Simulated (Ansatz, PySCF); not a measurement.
Process, species as SMILES: OCCCC[SeH] + 5 [H][H] (H2) -> 4 C (CH4) + O (H2O) + [SeH2] (H2Se)
Each molecule is optimised on its own at B3LYP-D3(BJ)/def2-TZVP (Ansatz, an electronic-structure program), one conformer each, not searched for the lowest.

Quantity: energy of full hydrogenation (enthalpy at 298 K, with B3LYP-D3(BJ) rigid-rotor harmonic-oscillator terms from PySCF), in eV. Correlated levels leave the core frozen unless marked. No spin-orbit coupling. Frozen are the shells of the preceding noble gas and the d and f shells that filled before the atom's block. No relativistic terms. CBS marks a two-point X^-3 extrapolation of the correlation energy; Hartree-Fock from the larger set.

CCSD(T)/CBS(cc-pVTZ,cc-pVQZ) (Ansatz) gives -3.27 eV.

### Question
Another calculation gave -3.67 eV. Which level was it?
A. r2SCAN/def2-TZVPD (Ansatz)
B. HSE06/def2-TZVPD (Ansatz)
C. SVWN5/def2-TZVPD (Ansatz)
D. B3LYP/def2-TZVPD (Ansatz)

### Answer
D, B3LYP/def2-TZVPD (Ansatz). The others give -3.29 (r2SCAN), -3.48 (HSE06), -3.02 (SVWN5) eV.
